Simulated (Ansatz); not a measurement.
CH6BFO2Si, SMILES `CO[SiH2]B(O)F`, relaxed with RKS PBE-D4/def2-SVP in Ansatz from a rough embedded geometry. The force threshold is 0.03 eV/Å; the program also tests the step.

Total charge 0; spin multiplicity 1.

Start:

```xyz
12

C    -0.278   -1.198    1.803
O     0.034   -1.022    0.387
Si   -0.232    0.619   -0.015
B     0.263    1.011   -1.836
O     1.590    0.679   -2.332
F    -0.780    1.456   -2.785
H     0.384   -0.600    2.420
H    -0.090   -2.257    1.985
H    -1.390   -0.970    1.932
H     0.609    1.512    0.849
H    -1.663    1.000    0.219
H     1.553   -0.230   -2.627
```

Problem. By how much does the energy fall, and how many steps does the optimiser take? (Estimate.)

Solution. The calculation gave: 33.62 kcal/mol, in 19 steps, 2 of them rejected.

Problem. Which bonds change most? (Best estimate.)

Solution. Ansatz gave: B4–F6 from 1.479 to 1.339 Å; Si3–B4 from 1.927 to 2.035 Å; B4–O5 from 1.456 to 1.353 Å; C1–O2 from 1.460 to 1.416 Å.

Problem. Give the relaxed structure. (Estimate.)

Solution. The calculation gave: 
```xyz
12

C    -0.018   -1.249    1.556
O     0.151   -0.590    0.314
Si   -0.437    0.977   -0.035
B     0.271    1.014   -1.943
O     0.932   -0.110   -2.302
F     0.146    2.007   -2.833
H     0.486   -0.704    2.387
H     0.431   -2.261    1.487
H    -1.094   -1.367    1.822
H     0.146    1.984    0.930
H    -1.937    1.023    0.143
H     0.922   -0.724   -1.528
```
